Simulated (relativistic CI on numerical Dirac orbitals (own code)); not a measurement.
# Line list: Forbidden lines, Ba XXXVIII

Computed by Dirac-Coulomb-Breit CI, separate exchange-only KLI orbitals for each configuration, model QED (radiative potential, 1s self-energy scaled to tabulated hydrogen-like ionisation energies), unscaled Slater integrals (own radial code, finite nucleus).

CI space (outside the closed core [Ne]): 3s²3p⁶3d, 3s²3p⁵3d², 3s3p⁶3d², 3s²3p⁶4s, 3s²3p⁶4p, 3s²3p⁶4d, 3s²3p⁵3d4s, 3s²3p⁶4f, 3s²3p⁵3d4p, 3s²3p⁵3d4d, 3s3p⁶3d4s, 3p⁶3d²4p, 3s²3p⁵3d4f, 3s3p⁶3d4p, 3s3p⁶3d4d, 3s²3p⁶5s, 3s²3p⁶5p, 3s3p⁶3d4f, 3s²3p⁶5d, 3s²3p⁶5f, 3s²3p⁶5g, 3p⁶3d³, 3p⁵3d⁴, 3p⁵3d³4s, 3p⁶3d²4s, 3p⁵3d²4s², 3p⁶3d²4d, 3p⁵3d³4d, 3p⁵3d²4s4d. Double excitations out of closed p, d and f shells are left out; levels of such configurations are missing from the list, as are those of other unlisted configurations, and high levels can miss mixing partners. These lack a partner that the ground configuration has and come out too high: 3s²3p⁵3d4p, 3s²3p⁵3d4f.

| λ vac (Å) | Lower | Upper | Type | A (s⁻¹) | E lower (10³ cm⁻¹) | E upper (10³ cm⁻¹) |
| --- | --- | --- | --- | --- | --- | --- |
| 10.358 | 3s²3p⁵3d² ⁴F°9/2 [18] | 3s²3p⁵3d4d ⁴G°11/2 [400] | E2 | 1.65e+09 | 1713.2 | 11368.0 |
| 10.394 | 3s²3p⁵3d² ⁴G°11/2 [13] | 3s²3p⁵3d4d ⁴H°13/2 [376] | E2 | 2.20e+09 | 1620.3 | 11240.8 |
| 10.403 | 3s²3p⁵3d² ²H°11/2 [20] | 3s²3p⁵3d4d ⁴G°11/2 [400] | E2 | 1.96e+09 | 1755.6 | 11368.0 |
| 10.418 | 3s²3p⁵3d² ⁴G°7/2 [6] | 3s²3p⁵3d4d ²H°9/2 [340] | E2 | 2.58e+09 | 1464.6 | 11063.4 |
| 10.448 | 3s²3p⁵3d² ⁴G°9/2 [9] | 3s²3p⁵3d4d ⁴H°11/2 [356] | E2 | 1.88e+09 | 1569.8 | 11141.0 |
| 10.454 | 3s²3p⁵3d² ⁴G°9/2 [9] | 3s²3p⁵3d4d ²G°9/2 [354] | E2 | 1.67e+09 | 1569.8 | 11135.2 |
| 10.472 | 3s²3p⁶3d ²D5/2 [2] | 3s²3p⁶4d ²D5/2 [254] | E2 | 5.24e+09 | 162.9 | 9712.5 |
| 10.510 | 3s²3p⁵3d² ⁴G°11/2 [13] | 3s²3p⁵3d4d ²G°9/2 [354] | E2 | 1.74e+09 | 1620.3 | 11135.2 |
| 10.536 | 3s²3p⁵3d² ²H°11/2 [20] | 3s²3p⁵3d4d ⁴F°9/2 [378] | E2 | 2.44e+09 | 1755.6 | 11246.5 |
| 10.543 | 3s²3p⁵3d² ²H°11/2 [20] | 3s²3p⁵3d4d ⁴H°13/2 [376] | E2 | 1.34e+09 | 1755.6 | 11240.8 |
| 12.005 | 3s²3p⁵3d² ⁴F°5/2 [5] | 3s²3p⁵3d4s ⁴F°7/2 [264] | E2 | 6.62e+08 | 1440.3 | 9770.4 |
| 12.006 | 3s²3p⁶3d ²D3/2 [1] | 3s²3p⁶4s ²S1/2 [85] | E2 | 2.81e+09 | 0.0 | 8328.9 |
| 12.023 | 3s²3p⁵3d² ⁴G°9/2 [9] | 3s²3p⁵3d4s ⁴F°9/2 [273] | E2 | 7.69e+08 | 1569.8 | 9887.4 |
| 12.031 | 3s²3p⁵3d² ⁴D°7/2 [10] | 3s²3p⁵3d4s ⁴F°9/2 [273] | E2 | 7.45e+08 | 1575.5 | 9887.4 |
| 12.040 | 3s²3p⁵3d² ⁴G°7/2 [6] | 3s²3p⁵3d4s ⁴F°7/2 [264] | E2 | 1.11e+09 | 1464.6 | 9770.4 |
| 12.096 | 3s²3p⁵3d² ⁴G°11/2 [13] | 3s²3p⁵3d4s ⁴F°9/2 [273] | E2 | 1.42e+09 | 1620.3 | 9887.4 |
| 12.194 | 3s²3p⁵3d² ⁴G°9/2 [9] | 3s²3p⁵3d4s ⁴F°7/2 [264] | E2 | 6.79e+08 | 1569.8 | 9770.4 |
| 12.246 | 3s²3p⁶3d ²D5/2 [2] | 3s²3p⁶4s ²S1/2 [85] | E2 | 4.24e+09 | 162.9 | 8328.9 |
| 12.270 | 3s²3p⁵3d² ⁴G°11/2 [13] | 3s²3p⁵3d4s ⁴F°7/2 [264] | E2 | 1.53e+09 | 1620.3 | 9770.4 |
| 12.297 | 3s²3p⁵3d² ²H°11/2 [20] | 3s²3p⁵3d4s ⁴F°9/2 [273] | E2 | 8.59e+08 | 1755.6 | 9887.4 |

Terms are leading LS components. Brackets give the number of a level in order of energy, since labels repeat. The list gives strong lines, with weight on those to low levels, among the lowest 400 of 2758 levels, so that lines to higher ones, which can be the strongest, are missing. Levels whose partners in the same complex of configurations lie outside the list can be far off, and so can their lines. Rates are taken at the computed energies, electric ones in the length gauge.

At this charge energies of transitions that change n are usually good to better than 1 %, and those within a shell (Δn = 0) to a few per cent.

LS names give the leading component of a level, which can be under half, so a name can repeat, a term be missing and a line seem to break the LS rules.
